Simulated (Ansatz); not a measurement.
CH₆BFGeS, SMILES `FB(S)[CH2][GeH3]`: the same geometry under several functionals.

```yaml
crystal:
  periodic: [false, false, false]
  atoms:
    - {symbol: F, position_ang: [-0.660335, -0.573575, 2.010506]}
    - {symbol: B, position_ang: [0.307709, -0.537040, 1.093648]}
    - {symbol: S, position_ang: [1.983592, -0.102326, 1.618672]}
    - {symbol: C, position_ang: [-0.021643, -0.815121, -0.391552]}
    - {symbol: Ge, position_ang: [-0.683714, 0.826055, -1.268064]}
    - {symbol: H, position_ang: [1.682657, 0.097146, 2.912706]}
    - {symbol: H, position_ang: [-0.819806, -1.556273, -0.483869]}
    - {symbol: H, position_ang: [0.843430, -1.145607, -0.969251]}
    - {symbol: H, position_ang: [-1.873850, 1.397192, -0.481433]}
    - {symbol: H, position_ang: [0.442164, 1.870099, -1.323065]}
    - {symbol: H, position_ang: [-1.134802, 0.482549, -2.697499]}
basis:
  gaussian: {orbitals: def2-TZVPP}
hamiltonian: {xc: {name: wB97X-V}}
output: {orbitals: {seedname: orbitals}}
```

```sh
$ ansatz run in.yaml --threads 4 --pin off --events-out ev --progress --plain --max-ram 10444MiB
```

It prints (some lines left out):

```
Functional definition: wB97X-V
1539 factors; their error is unknown
343 factors; integrals over basis functions are off by at most 5.8e-6 eV
mean field evaluation 1: about -71874.2906 eV, gradient 4.6e1 eV
mean field evaluation 2: about -71875.6641 eV, gradient 4.1e1 eV
mean field evaluation 4: about -71878.1870 eV, gradient 2.1e0 eV
mean field evaluation 8: about -71878.2025 eV, gradient 4.2e-2 eV
mean field evaluation 16: about -71878.3852 eV, gradient 5.3e-5 eV
mean field -71878.38523867 eV, -2641.4819366016 hartree, gradient 5.3e-5 eV, S^2 0.000000; 0 other end points of the search recorded, 0 dependent functions left out
reference -71878.38523648 eV, -2641.4819365211 hartree; 37, 37 occupied and 230, 230 virtual orbitals, 1539 factors
Total energy: -71878.38523648 eV, -2641.4819365211 hartree
```

It took 18 s on 4 threads of an Arm Neoverse N1 on a shared host, with 1 GiB of host memory at the peak.

The same input with `hamiltonian: {xc: {name: B3LYP}, dispersion: d4}` and forces (abridged; 11 s):

```
Functional definition: B3LYP
mean field evaluation 16: about -71888.5176 eV, gradient 3.3e-5 eV
mean field -71888.51764597 eV, -2641.8542957021 hartree, gradient 3.3e-5 eV, S^2 0.000000
Total energy: -71888.92887499 eV, -2641.8694080899 hartree
Atom 0 force    -0.161513    -0.003688     0.134804 eV/Å
Atom 1 force     0.061902    -0.054816    -0.136362 eV/Å
Atom 2 force     0.104463     0.034646     0.066848 eV/Å
Atom 3 force     0.052536    -0.197543     0.033699 eV/Å
Atom 4 force    -0.073763     0.156108    -0.113765 eV/Å
Atom 5 force     0.030877     0.007566     0.003044 eV/Å
Atom 6 force     0.057337     0.032138    -0.006184 eV/Å
Atom 7 force    -0.063983     0.005398     0.028347 eV/Å
Atom 8 force    -0.002069     0.006491    -0.001291 eV/Å
Atom 9 force    -0.002183     0.005229    -0.001724 eV/Å
Atom 10 force    -0.003604     0.008471    -0.007415 eV/Å
Dipole moment:     0.013301    -0.063728    -0.103781 e Å
```

Changing it to `hamiltonian: {xc: pbe, dispersion: d4}` and forces (abridged; 4.9 s):

```
Functional definition: PBE
mean field evaluation 16: about -71867.7951 eV, gradient 3.5e-4 eV
mean field -71867.79506160 eV, -2641.0927547727 hartree, gradient 1.9e-5 eV, S^2 0.000000
Total energy: -71868.04873249 eV, -2641.1020770061 hartree
Atom 0 force    -0.457613    -0.022068     0.417269 eV/Å
Atom 1 force     0.247237     0.011658    -0.247440 eV/Å
Atom 2 force     0.295436     0.015881    -0.206665 eV/Å
Atom 3 force     0.055786    -0.031031     0.059873 eV/Å
Atom 4 force    -0.026032     0.064473    -0.039380 eV/Å
Atom 5 force    -0.062734     0.037833     0.249591 eV/Å
Atom 6 force    -0.149413    -0.141778    -0.030644 eV/Å
Atom 7 force     0.152905    -0.064979    -0.127677 eV/Å
Atom 8 force    -0.114233     0.056316     0.075046 eV/Å
Atom 9 force     0.106895     0.100572    -0.003936 eV/Å
Atom 10 force    -0.048234    -0.026879    -0.146037 eV/Å
Dipole moment:     0.007007    -0.062228    -0.090388 e Å
```

B3LYP takes the VWN-RPA correlation (the form of Gaussian; ORCA's B3LYP/G).
